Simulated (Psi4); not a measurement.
Psi4 input (wB97X-D/6-311+G**):

```
memory 1500 MB

molecule {
0 2
C    -1.00824300    1.61273200   -0.71177900
B    -0.41977700    0.33160800   -0.10425600
C    -1.28371900   -0.73803400    0.67152000
O     0.93023600    0.17375500   -0.28253300
C     1.63883100   -0.95061500    0.21258500
H    -0.39438600    2.33421500   -1.24121400
H    -2.06012700    1.86844500   -0.64788900
H    -2.33825800   -0.46725500    0.72742100
H    -1.21931300   -1.72354400    0.19745400
H    -0.92230300   -0.87630100    1.69639800
H     1.56332300   -1.01865800    1.30074800
H     1.26153000   -1.87954700   -0.22233900
H     2.68531500   -0.82992700   -0.06298700
symmetry c1
no_reorient
no_com
}

set {
  basis 6-311+G**
  reference uks
  scf_type df
  df_basis_scf def2-universal-jkfit
  dft_radial_points 99
  dft_spherical_points 590
  e_convergence 1e-8
  d_convergence 1e-7
  maxiter 150
}

e = energy('wb97x-d')
print_out(f'\nFINAL {e:.10f} DIPOLE {variable("CURRENT DIPOLE")[0]:.6f} {variable("CURRENT DIPOLE")[1]:.6f} {variable("CURRENT DIPOLE")[2]:.6f}\n')
```

Output:

```
   => Loading Basis Set <=

    Name: 6-311+G**
    Role: ORBITAL
    Keyword: BASIS
    atoms 1, 3, 5 entry C          line   129 file 6-311pgss.gbs
    atoms 2       entry B          line   108 file 6-311pgss.gbs
    atoms 4       entry O          line   171 file 6-311pgss.gbs
    atoms 6-13    entry H          line    42 file 6-311pgss.gbs

   => WB97X-D: Empirical Dispersion <=

    Chai and Head-Gordon Dispersion Correction
    Chai, J.-D.; Head-Gordon, M. (2010), J. Chem. Phys., 132: 6615-6620

        s6 =       1.000000

         ---------------------------------------------------------
                                   SCF
               by Justin Turney, Rob Parrish, Andy Simmonett
                          and Daniel G. A. Smith
                              UKS Reference
         ---------------------------------------------------------

  ==> Geometry <==

    Molecular point group: c1
    Full point group: C1

    Geometry (in Angstrom), charge = 0, multiplicity = 2:

       Center              X                  Y                   Z               Mass
    ------------   -----------------  -----------------  -----------------  -----------------
         C           -1.008243000000     1.612732000000    -0.711779000000    12.000000000000
         B           -0.419777000000     0.331608000000    -0.104256000000    11.009305360000
         C           -1.283719000000    -0.738034000000     0.671520000000    12.000000000000
         O            0.930236000000     0.173755000000    -0.282533000000    15.994914619570
         C            1.638831000000    -0.950615000000     0.212585000000    12.000000000000
         H           -0.394386000000     2.334215000000    -1.241214000000     1.007825032230
         H           -2.060127000000     1.868445000000    -0.647889000000     1.007825032230
         H           -2.338258000000    -0.467255000000     0.727421000000     1.007825032230
         H           -1.219313000000    -1.723544000000     0.197454000000     1.007825032230
         H           -0.922303000000    -0.876301000000     1.696398000000     1.007825032230
         H            1.563323000000    -1.018658000000     1.300748000000     1.007825032230
         H            1.261530000000    -1.879547000000    -0.222339000000     1.007825032230
         H            2.685315000000    -0.829927000000    -0.062987000000     1.007825032230

  Running in c1 symmetry.

  Rotational constants: A =      0.25031  B =      0.13107  C =      0.08886 [cm^-1]
  Rotational constants: A =   7503.96804  B =   3929.34904  C =   2663.93755 [MHz]
  Nuclear repulsion =  163.127887184236585

  Charge       = 0
  Multiplicity = 2
  Electrons    = 39
  Nalpha       = 20
  Nbeta        = 19

  ==> Algorithm <==
[...]

      20A     -0.032214    21A      0.053137    22A      0.067974
      23A      0.073937    24A      0.092228    25A      0.105484
      26A      0.117793    27A      0.125794    28A      0.128556
      29A      0.137966    30A      0.146402    31A      0.146858
      32A      0.151322    33A      0.167524    34A      0.171049
      35A      0.196987    36A      0.200941    37A      0.214706
      38A      0.214784    39A      0.234276    40A      0.250861
      41A      0.262892    42A      0.289981    43A      0.290132
      44A      0.302344    45A      0.320059    46A      0.338859
      47A      0.341795    48A      0.351784    49A      0.369276
      50A      0.387738    51A      0.417318    52A      0.443625
      53A      0.475588    54A      0.482821    55A      0.491522
      56A      0.498523    57A      0.504461    58A      0.541603
      59A      0.556415    60A      0.611858    61A      0.631117
      62A      0.666203    63A      0.667742    64A      0.682602
      65A      0.713881    66A      0.717993    67A      0.727579
      68A      0.734114    69A      0.763524    70A      0.767147
      71A      0.789045    72A      0.809449    73A      0.841082
      74A      0.852605    75A      0.913011    76A      0.964063
      77A      1.008546    78A      1.019136    79A      1.059917
      80A      1.075050    81A      1.188747    82A      1.189418
      83A      1.216192    84A      1.276119    85A      1.284726
      86A      1.360200    87A      1.361122    88A      1.394409
      89A      1.490193    90A      1.529519    91A      1.531713
      92A      1.557500    93A      1.607160    94A      1.625492
      95A      1.631559    96A      1.642861    97A      1.644700
      98A      1.682324    99A      1.732211   100A      1.750439
     101A      1.766249   102A      1.770357   103A      1.836072
     104A      1.852937   105A      1.883933   106A      1.937233
     107A      1.959246   108A      2.007313   109A      2.071136
     110A      2.082978   111A      2.099993   112A      2.134269
     113A      2.211662   114A      2.222911   115A      2.271331
     116A      2.281369   117A      2.363655   118A      2.411838
     119A      2.466969   120A      2.506196   121A      2.521401
     122A      2.545003   123A      2.578777   124A      2.587613
     125A      2.595218   126A      2.649212   127A      2.651330
     128A      2.658381   129A      2.668238   130A      2.702385
     131A      2.763673   132A      2.815439   133A      2.881226
     134A      2.907754   135A      2.959640   136A      2.969245
     137A      3.084731   138A      3.118521   139A      3.192321
     140A      3.304003   141A      3.397715   142A      3.605297
     143A      3.785743   144A      3.853918   145A      3.874573
     146A      3.879324   147A      3.913552   148A      3.951910
     149A      4.003195   150A      4.212706   151A      5.109878
     152A      5.367769   153A      5.728304   154A     14.825247
     155A     24.045238   156A     24.056637   157A     24.158048
     158A     50.055056

    Final Occupation by Irrep:
              A
    DOCC [    19 ]
    SOCC [     1 ]
    NA   [    20 ]
    NB   [    19 ]

  @DF-UKS Final Energy:  -219.19717132264103

   => Energetics <=

    Nuclear Repulsion Energy =            163.1278871842365845
    One-Electron Energy =                -618.9776685825033837
    Two-Electron Energy =                 258.4838129538872522
    DFT Exchange-Correlation Energy =     -21.8260322849493669
    Empirical Dispersion Energy =          -0.0051705933120736
    VV10 Nonlocal Energy =                  0.0000000000000000
    Total Energy =                       -219.1971713226410259

  UHF NO Occupations:
  HONO-2 :   18  A 1.9995697
  HONO-1 :   19  A 1.9990675
  HONO-0 :   20  A 1.0000000
  LUNO+0 :   21  A 0.0009325
  LUNO+1 :   22  A 0.0004303
  LUNO+2 :   23  A 0.0002613
  LUNO+3 :   24  A 0.0001597

Computation Completed

Properties will be evaluated at   0.000000,   0.000000,   0.000000 [a0]

Properties computed using the SCF density matrix

 Multipole Moments:

 ------------------------------------------------------------------------------------
     Multipole            Electronic (a.u.)      Nuclear  (a.u.)        Total (a.u.)
 ------------------------------------------------------------------------------------

 L = 1.  Multiply by 2.5417464519 to convert [e a0] to [Debye]
 Dipole X            :          0.0383366           -0.0000038            0.0383328
 Dipole Y            :         -0.4066263            0.0000113           -0.4066150
 Dipole Z            :          0.2222262            0.0000076            0.2222338
 Magnitude           :                                                    0.4649656

 ------------------------------------------------------------------------------------

FINAL -219.1971713226 DIPOLE 0.038333 -0.406615 0.222234

*** Psi4 exiting successfully. Buy a developer a beer!
```

The geometry given is a B3LYP-D3(BJ)/def2-TZVP minimum.
